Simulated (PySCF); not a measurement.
## C₆ coefficients of unlike pairs at PBE

Calculated with PySCF 2.14 from the dipole response of each species, C₆(A,B) = (3/π) ∫ α_A(iu) α_B(iu) du, in atomic units, from isotropic polarisabilities. For ions this is the dispersion term alone; charge-induced terms of lower order in 1/R come first.

```csv
species,configuration,basis,relativity,α (bohr³),C₆ (like pair)
Mn⁺,[Ar] 3d5 4s1 (7S),aug-cc-pwCVTZ (10s9p7d4f3g),none,28.51,148.8
Xe³⁺,[Kr] 4d10 5s2 5p3 (4S),aug-cc-pV5Z-PP with ECP28MDF (8s8p6d4f3g2h),core potential,9.430,54.70
Zr²⁺,[Kr] 4d2 (3F),aug-cc-pVTZ-PP with ECP28MDF (6s6p5d3f2g),core potential,12.87,63.12
Tc,[Kr] 4d5 5s2 (6S),aug-cc-pwCVTZ-PP with ECP28MDF (8s8p7d4f3g),core potential,85.34,968.4
```

Estimate C₆ for Zr²⁺ with Mn⁺.

The integral gives 91.58. The combination rule 2 C_A C_B / (C_A α_B/α_A + C_B α_A/α_B) gives 90.73 and the geometric mean 96.90.

No spin-orbit coupling is included.

The other pairs:

```
      pair     C₆
  Tc, Xe³⁺  192.2
Zr²⁺, Xe³⁺  58.18
  Tc, Zr²⁺  222.8
 Xe³⁺, Mn⁺  80.54
   Tc, Mn⁺  376.4
```
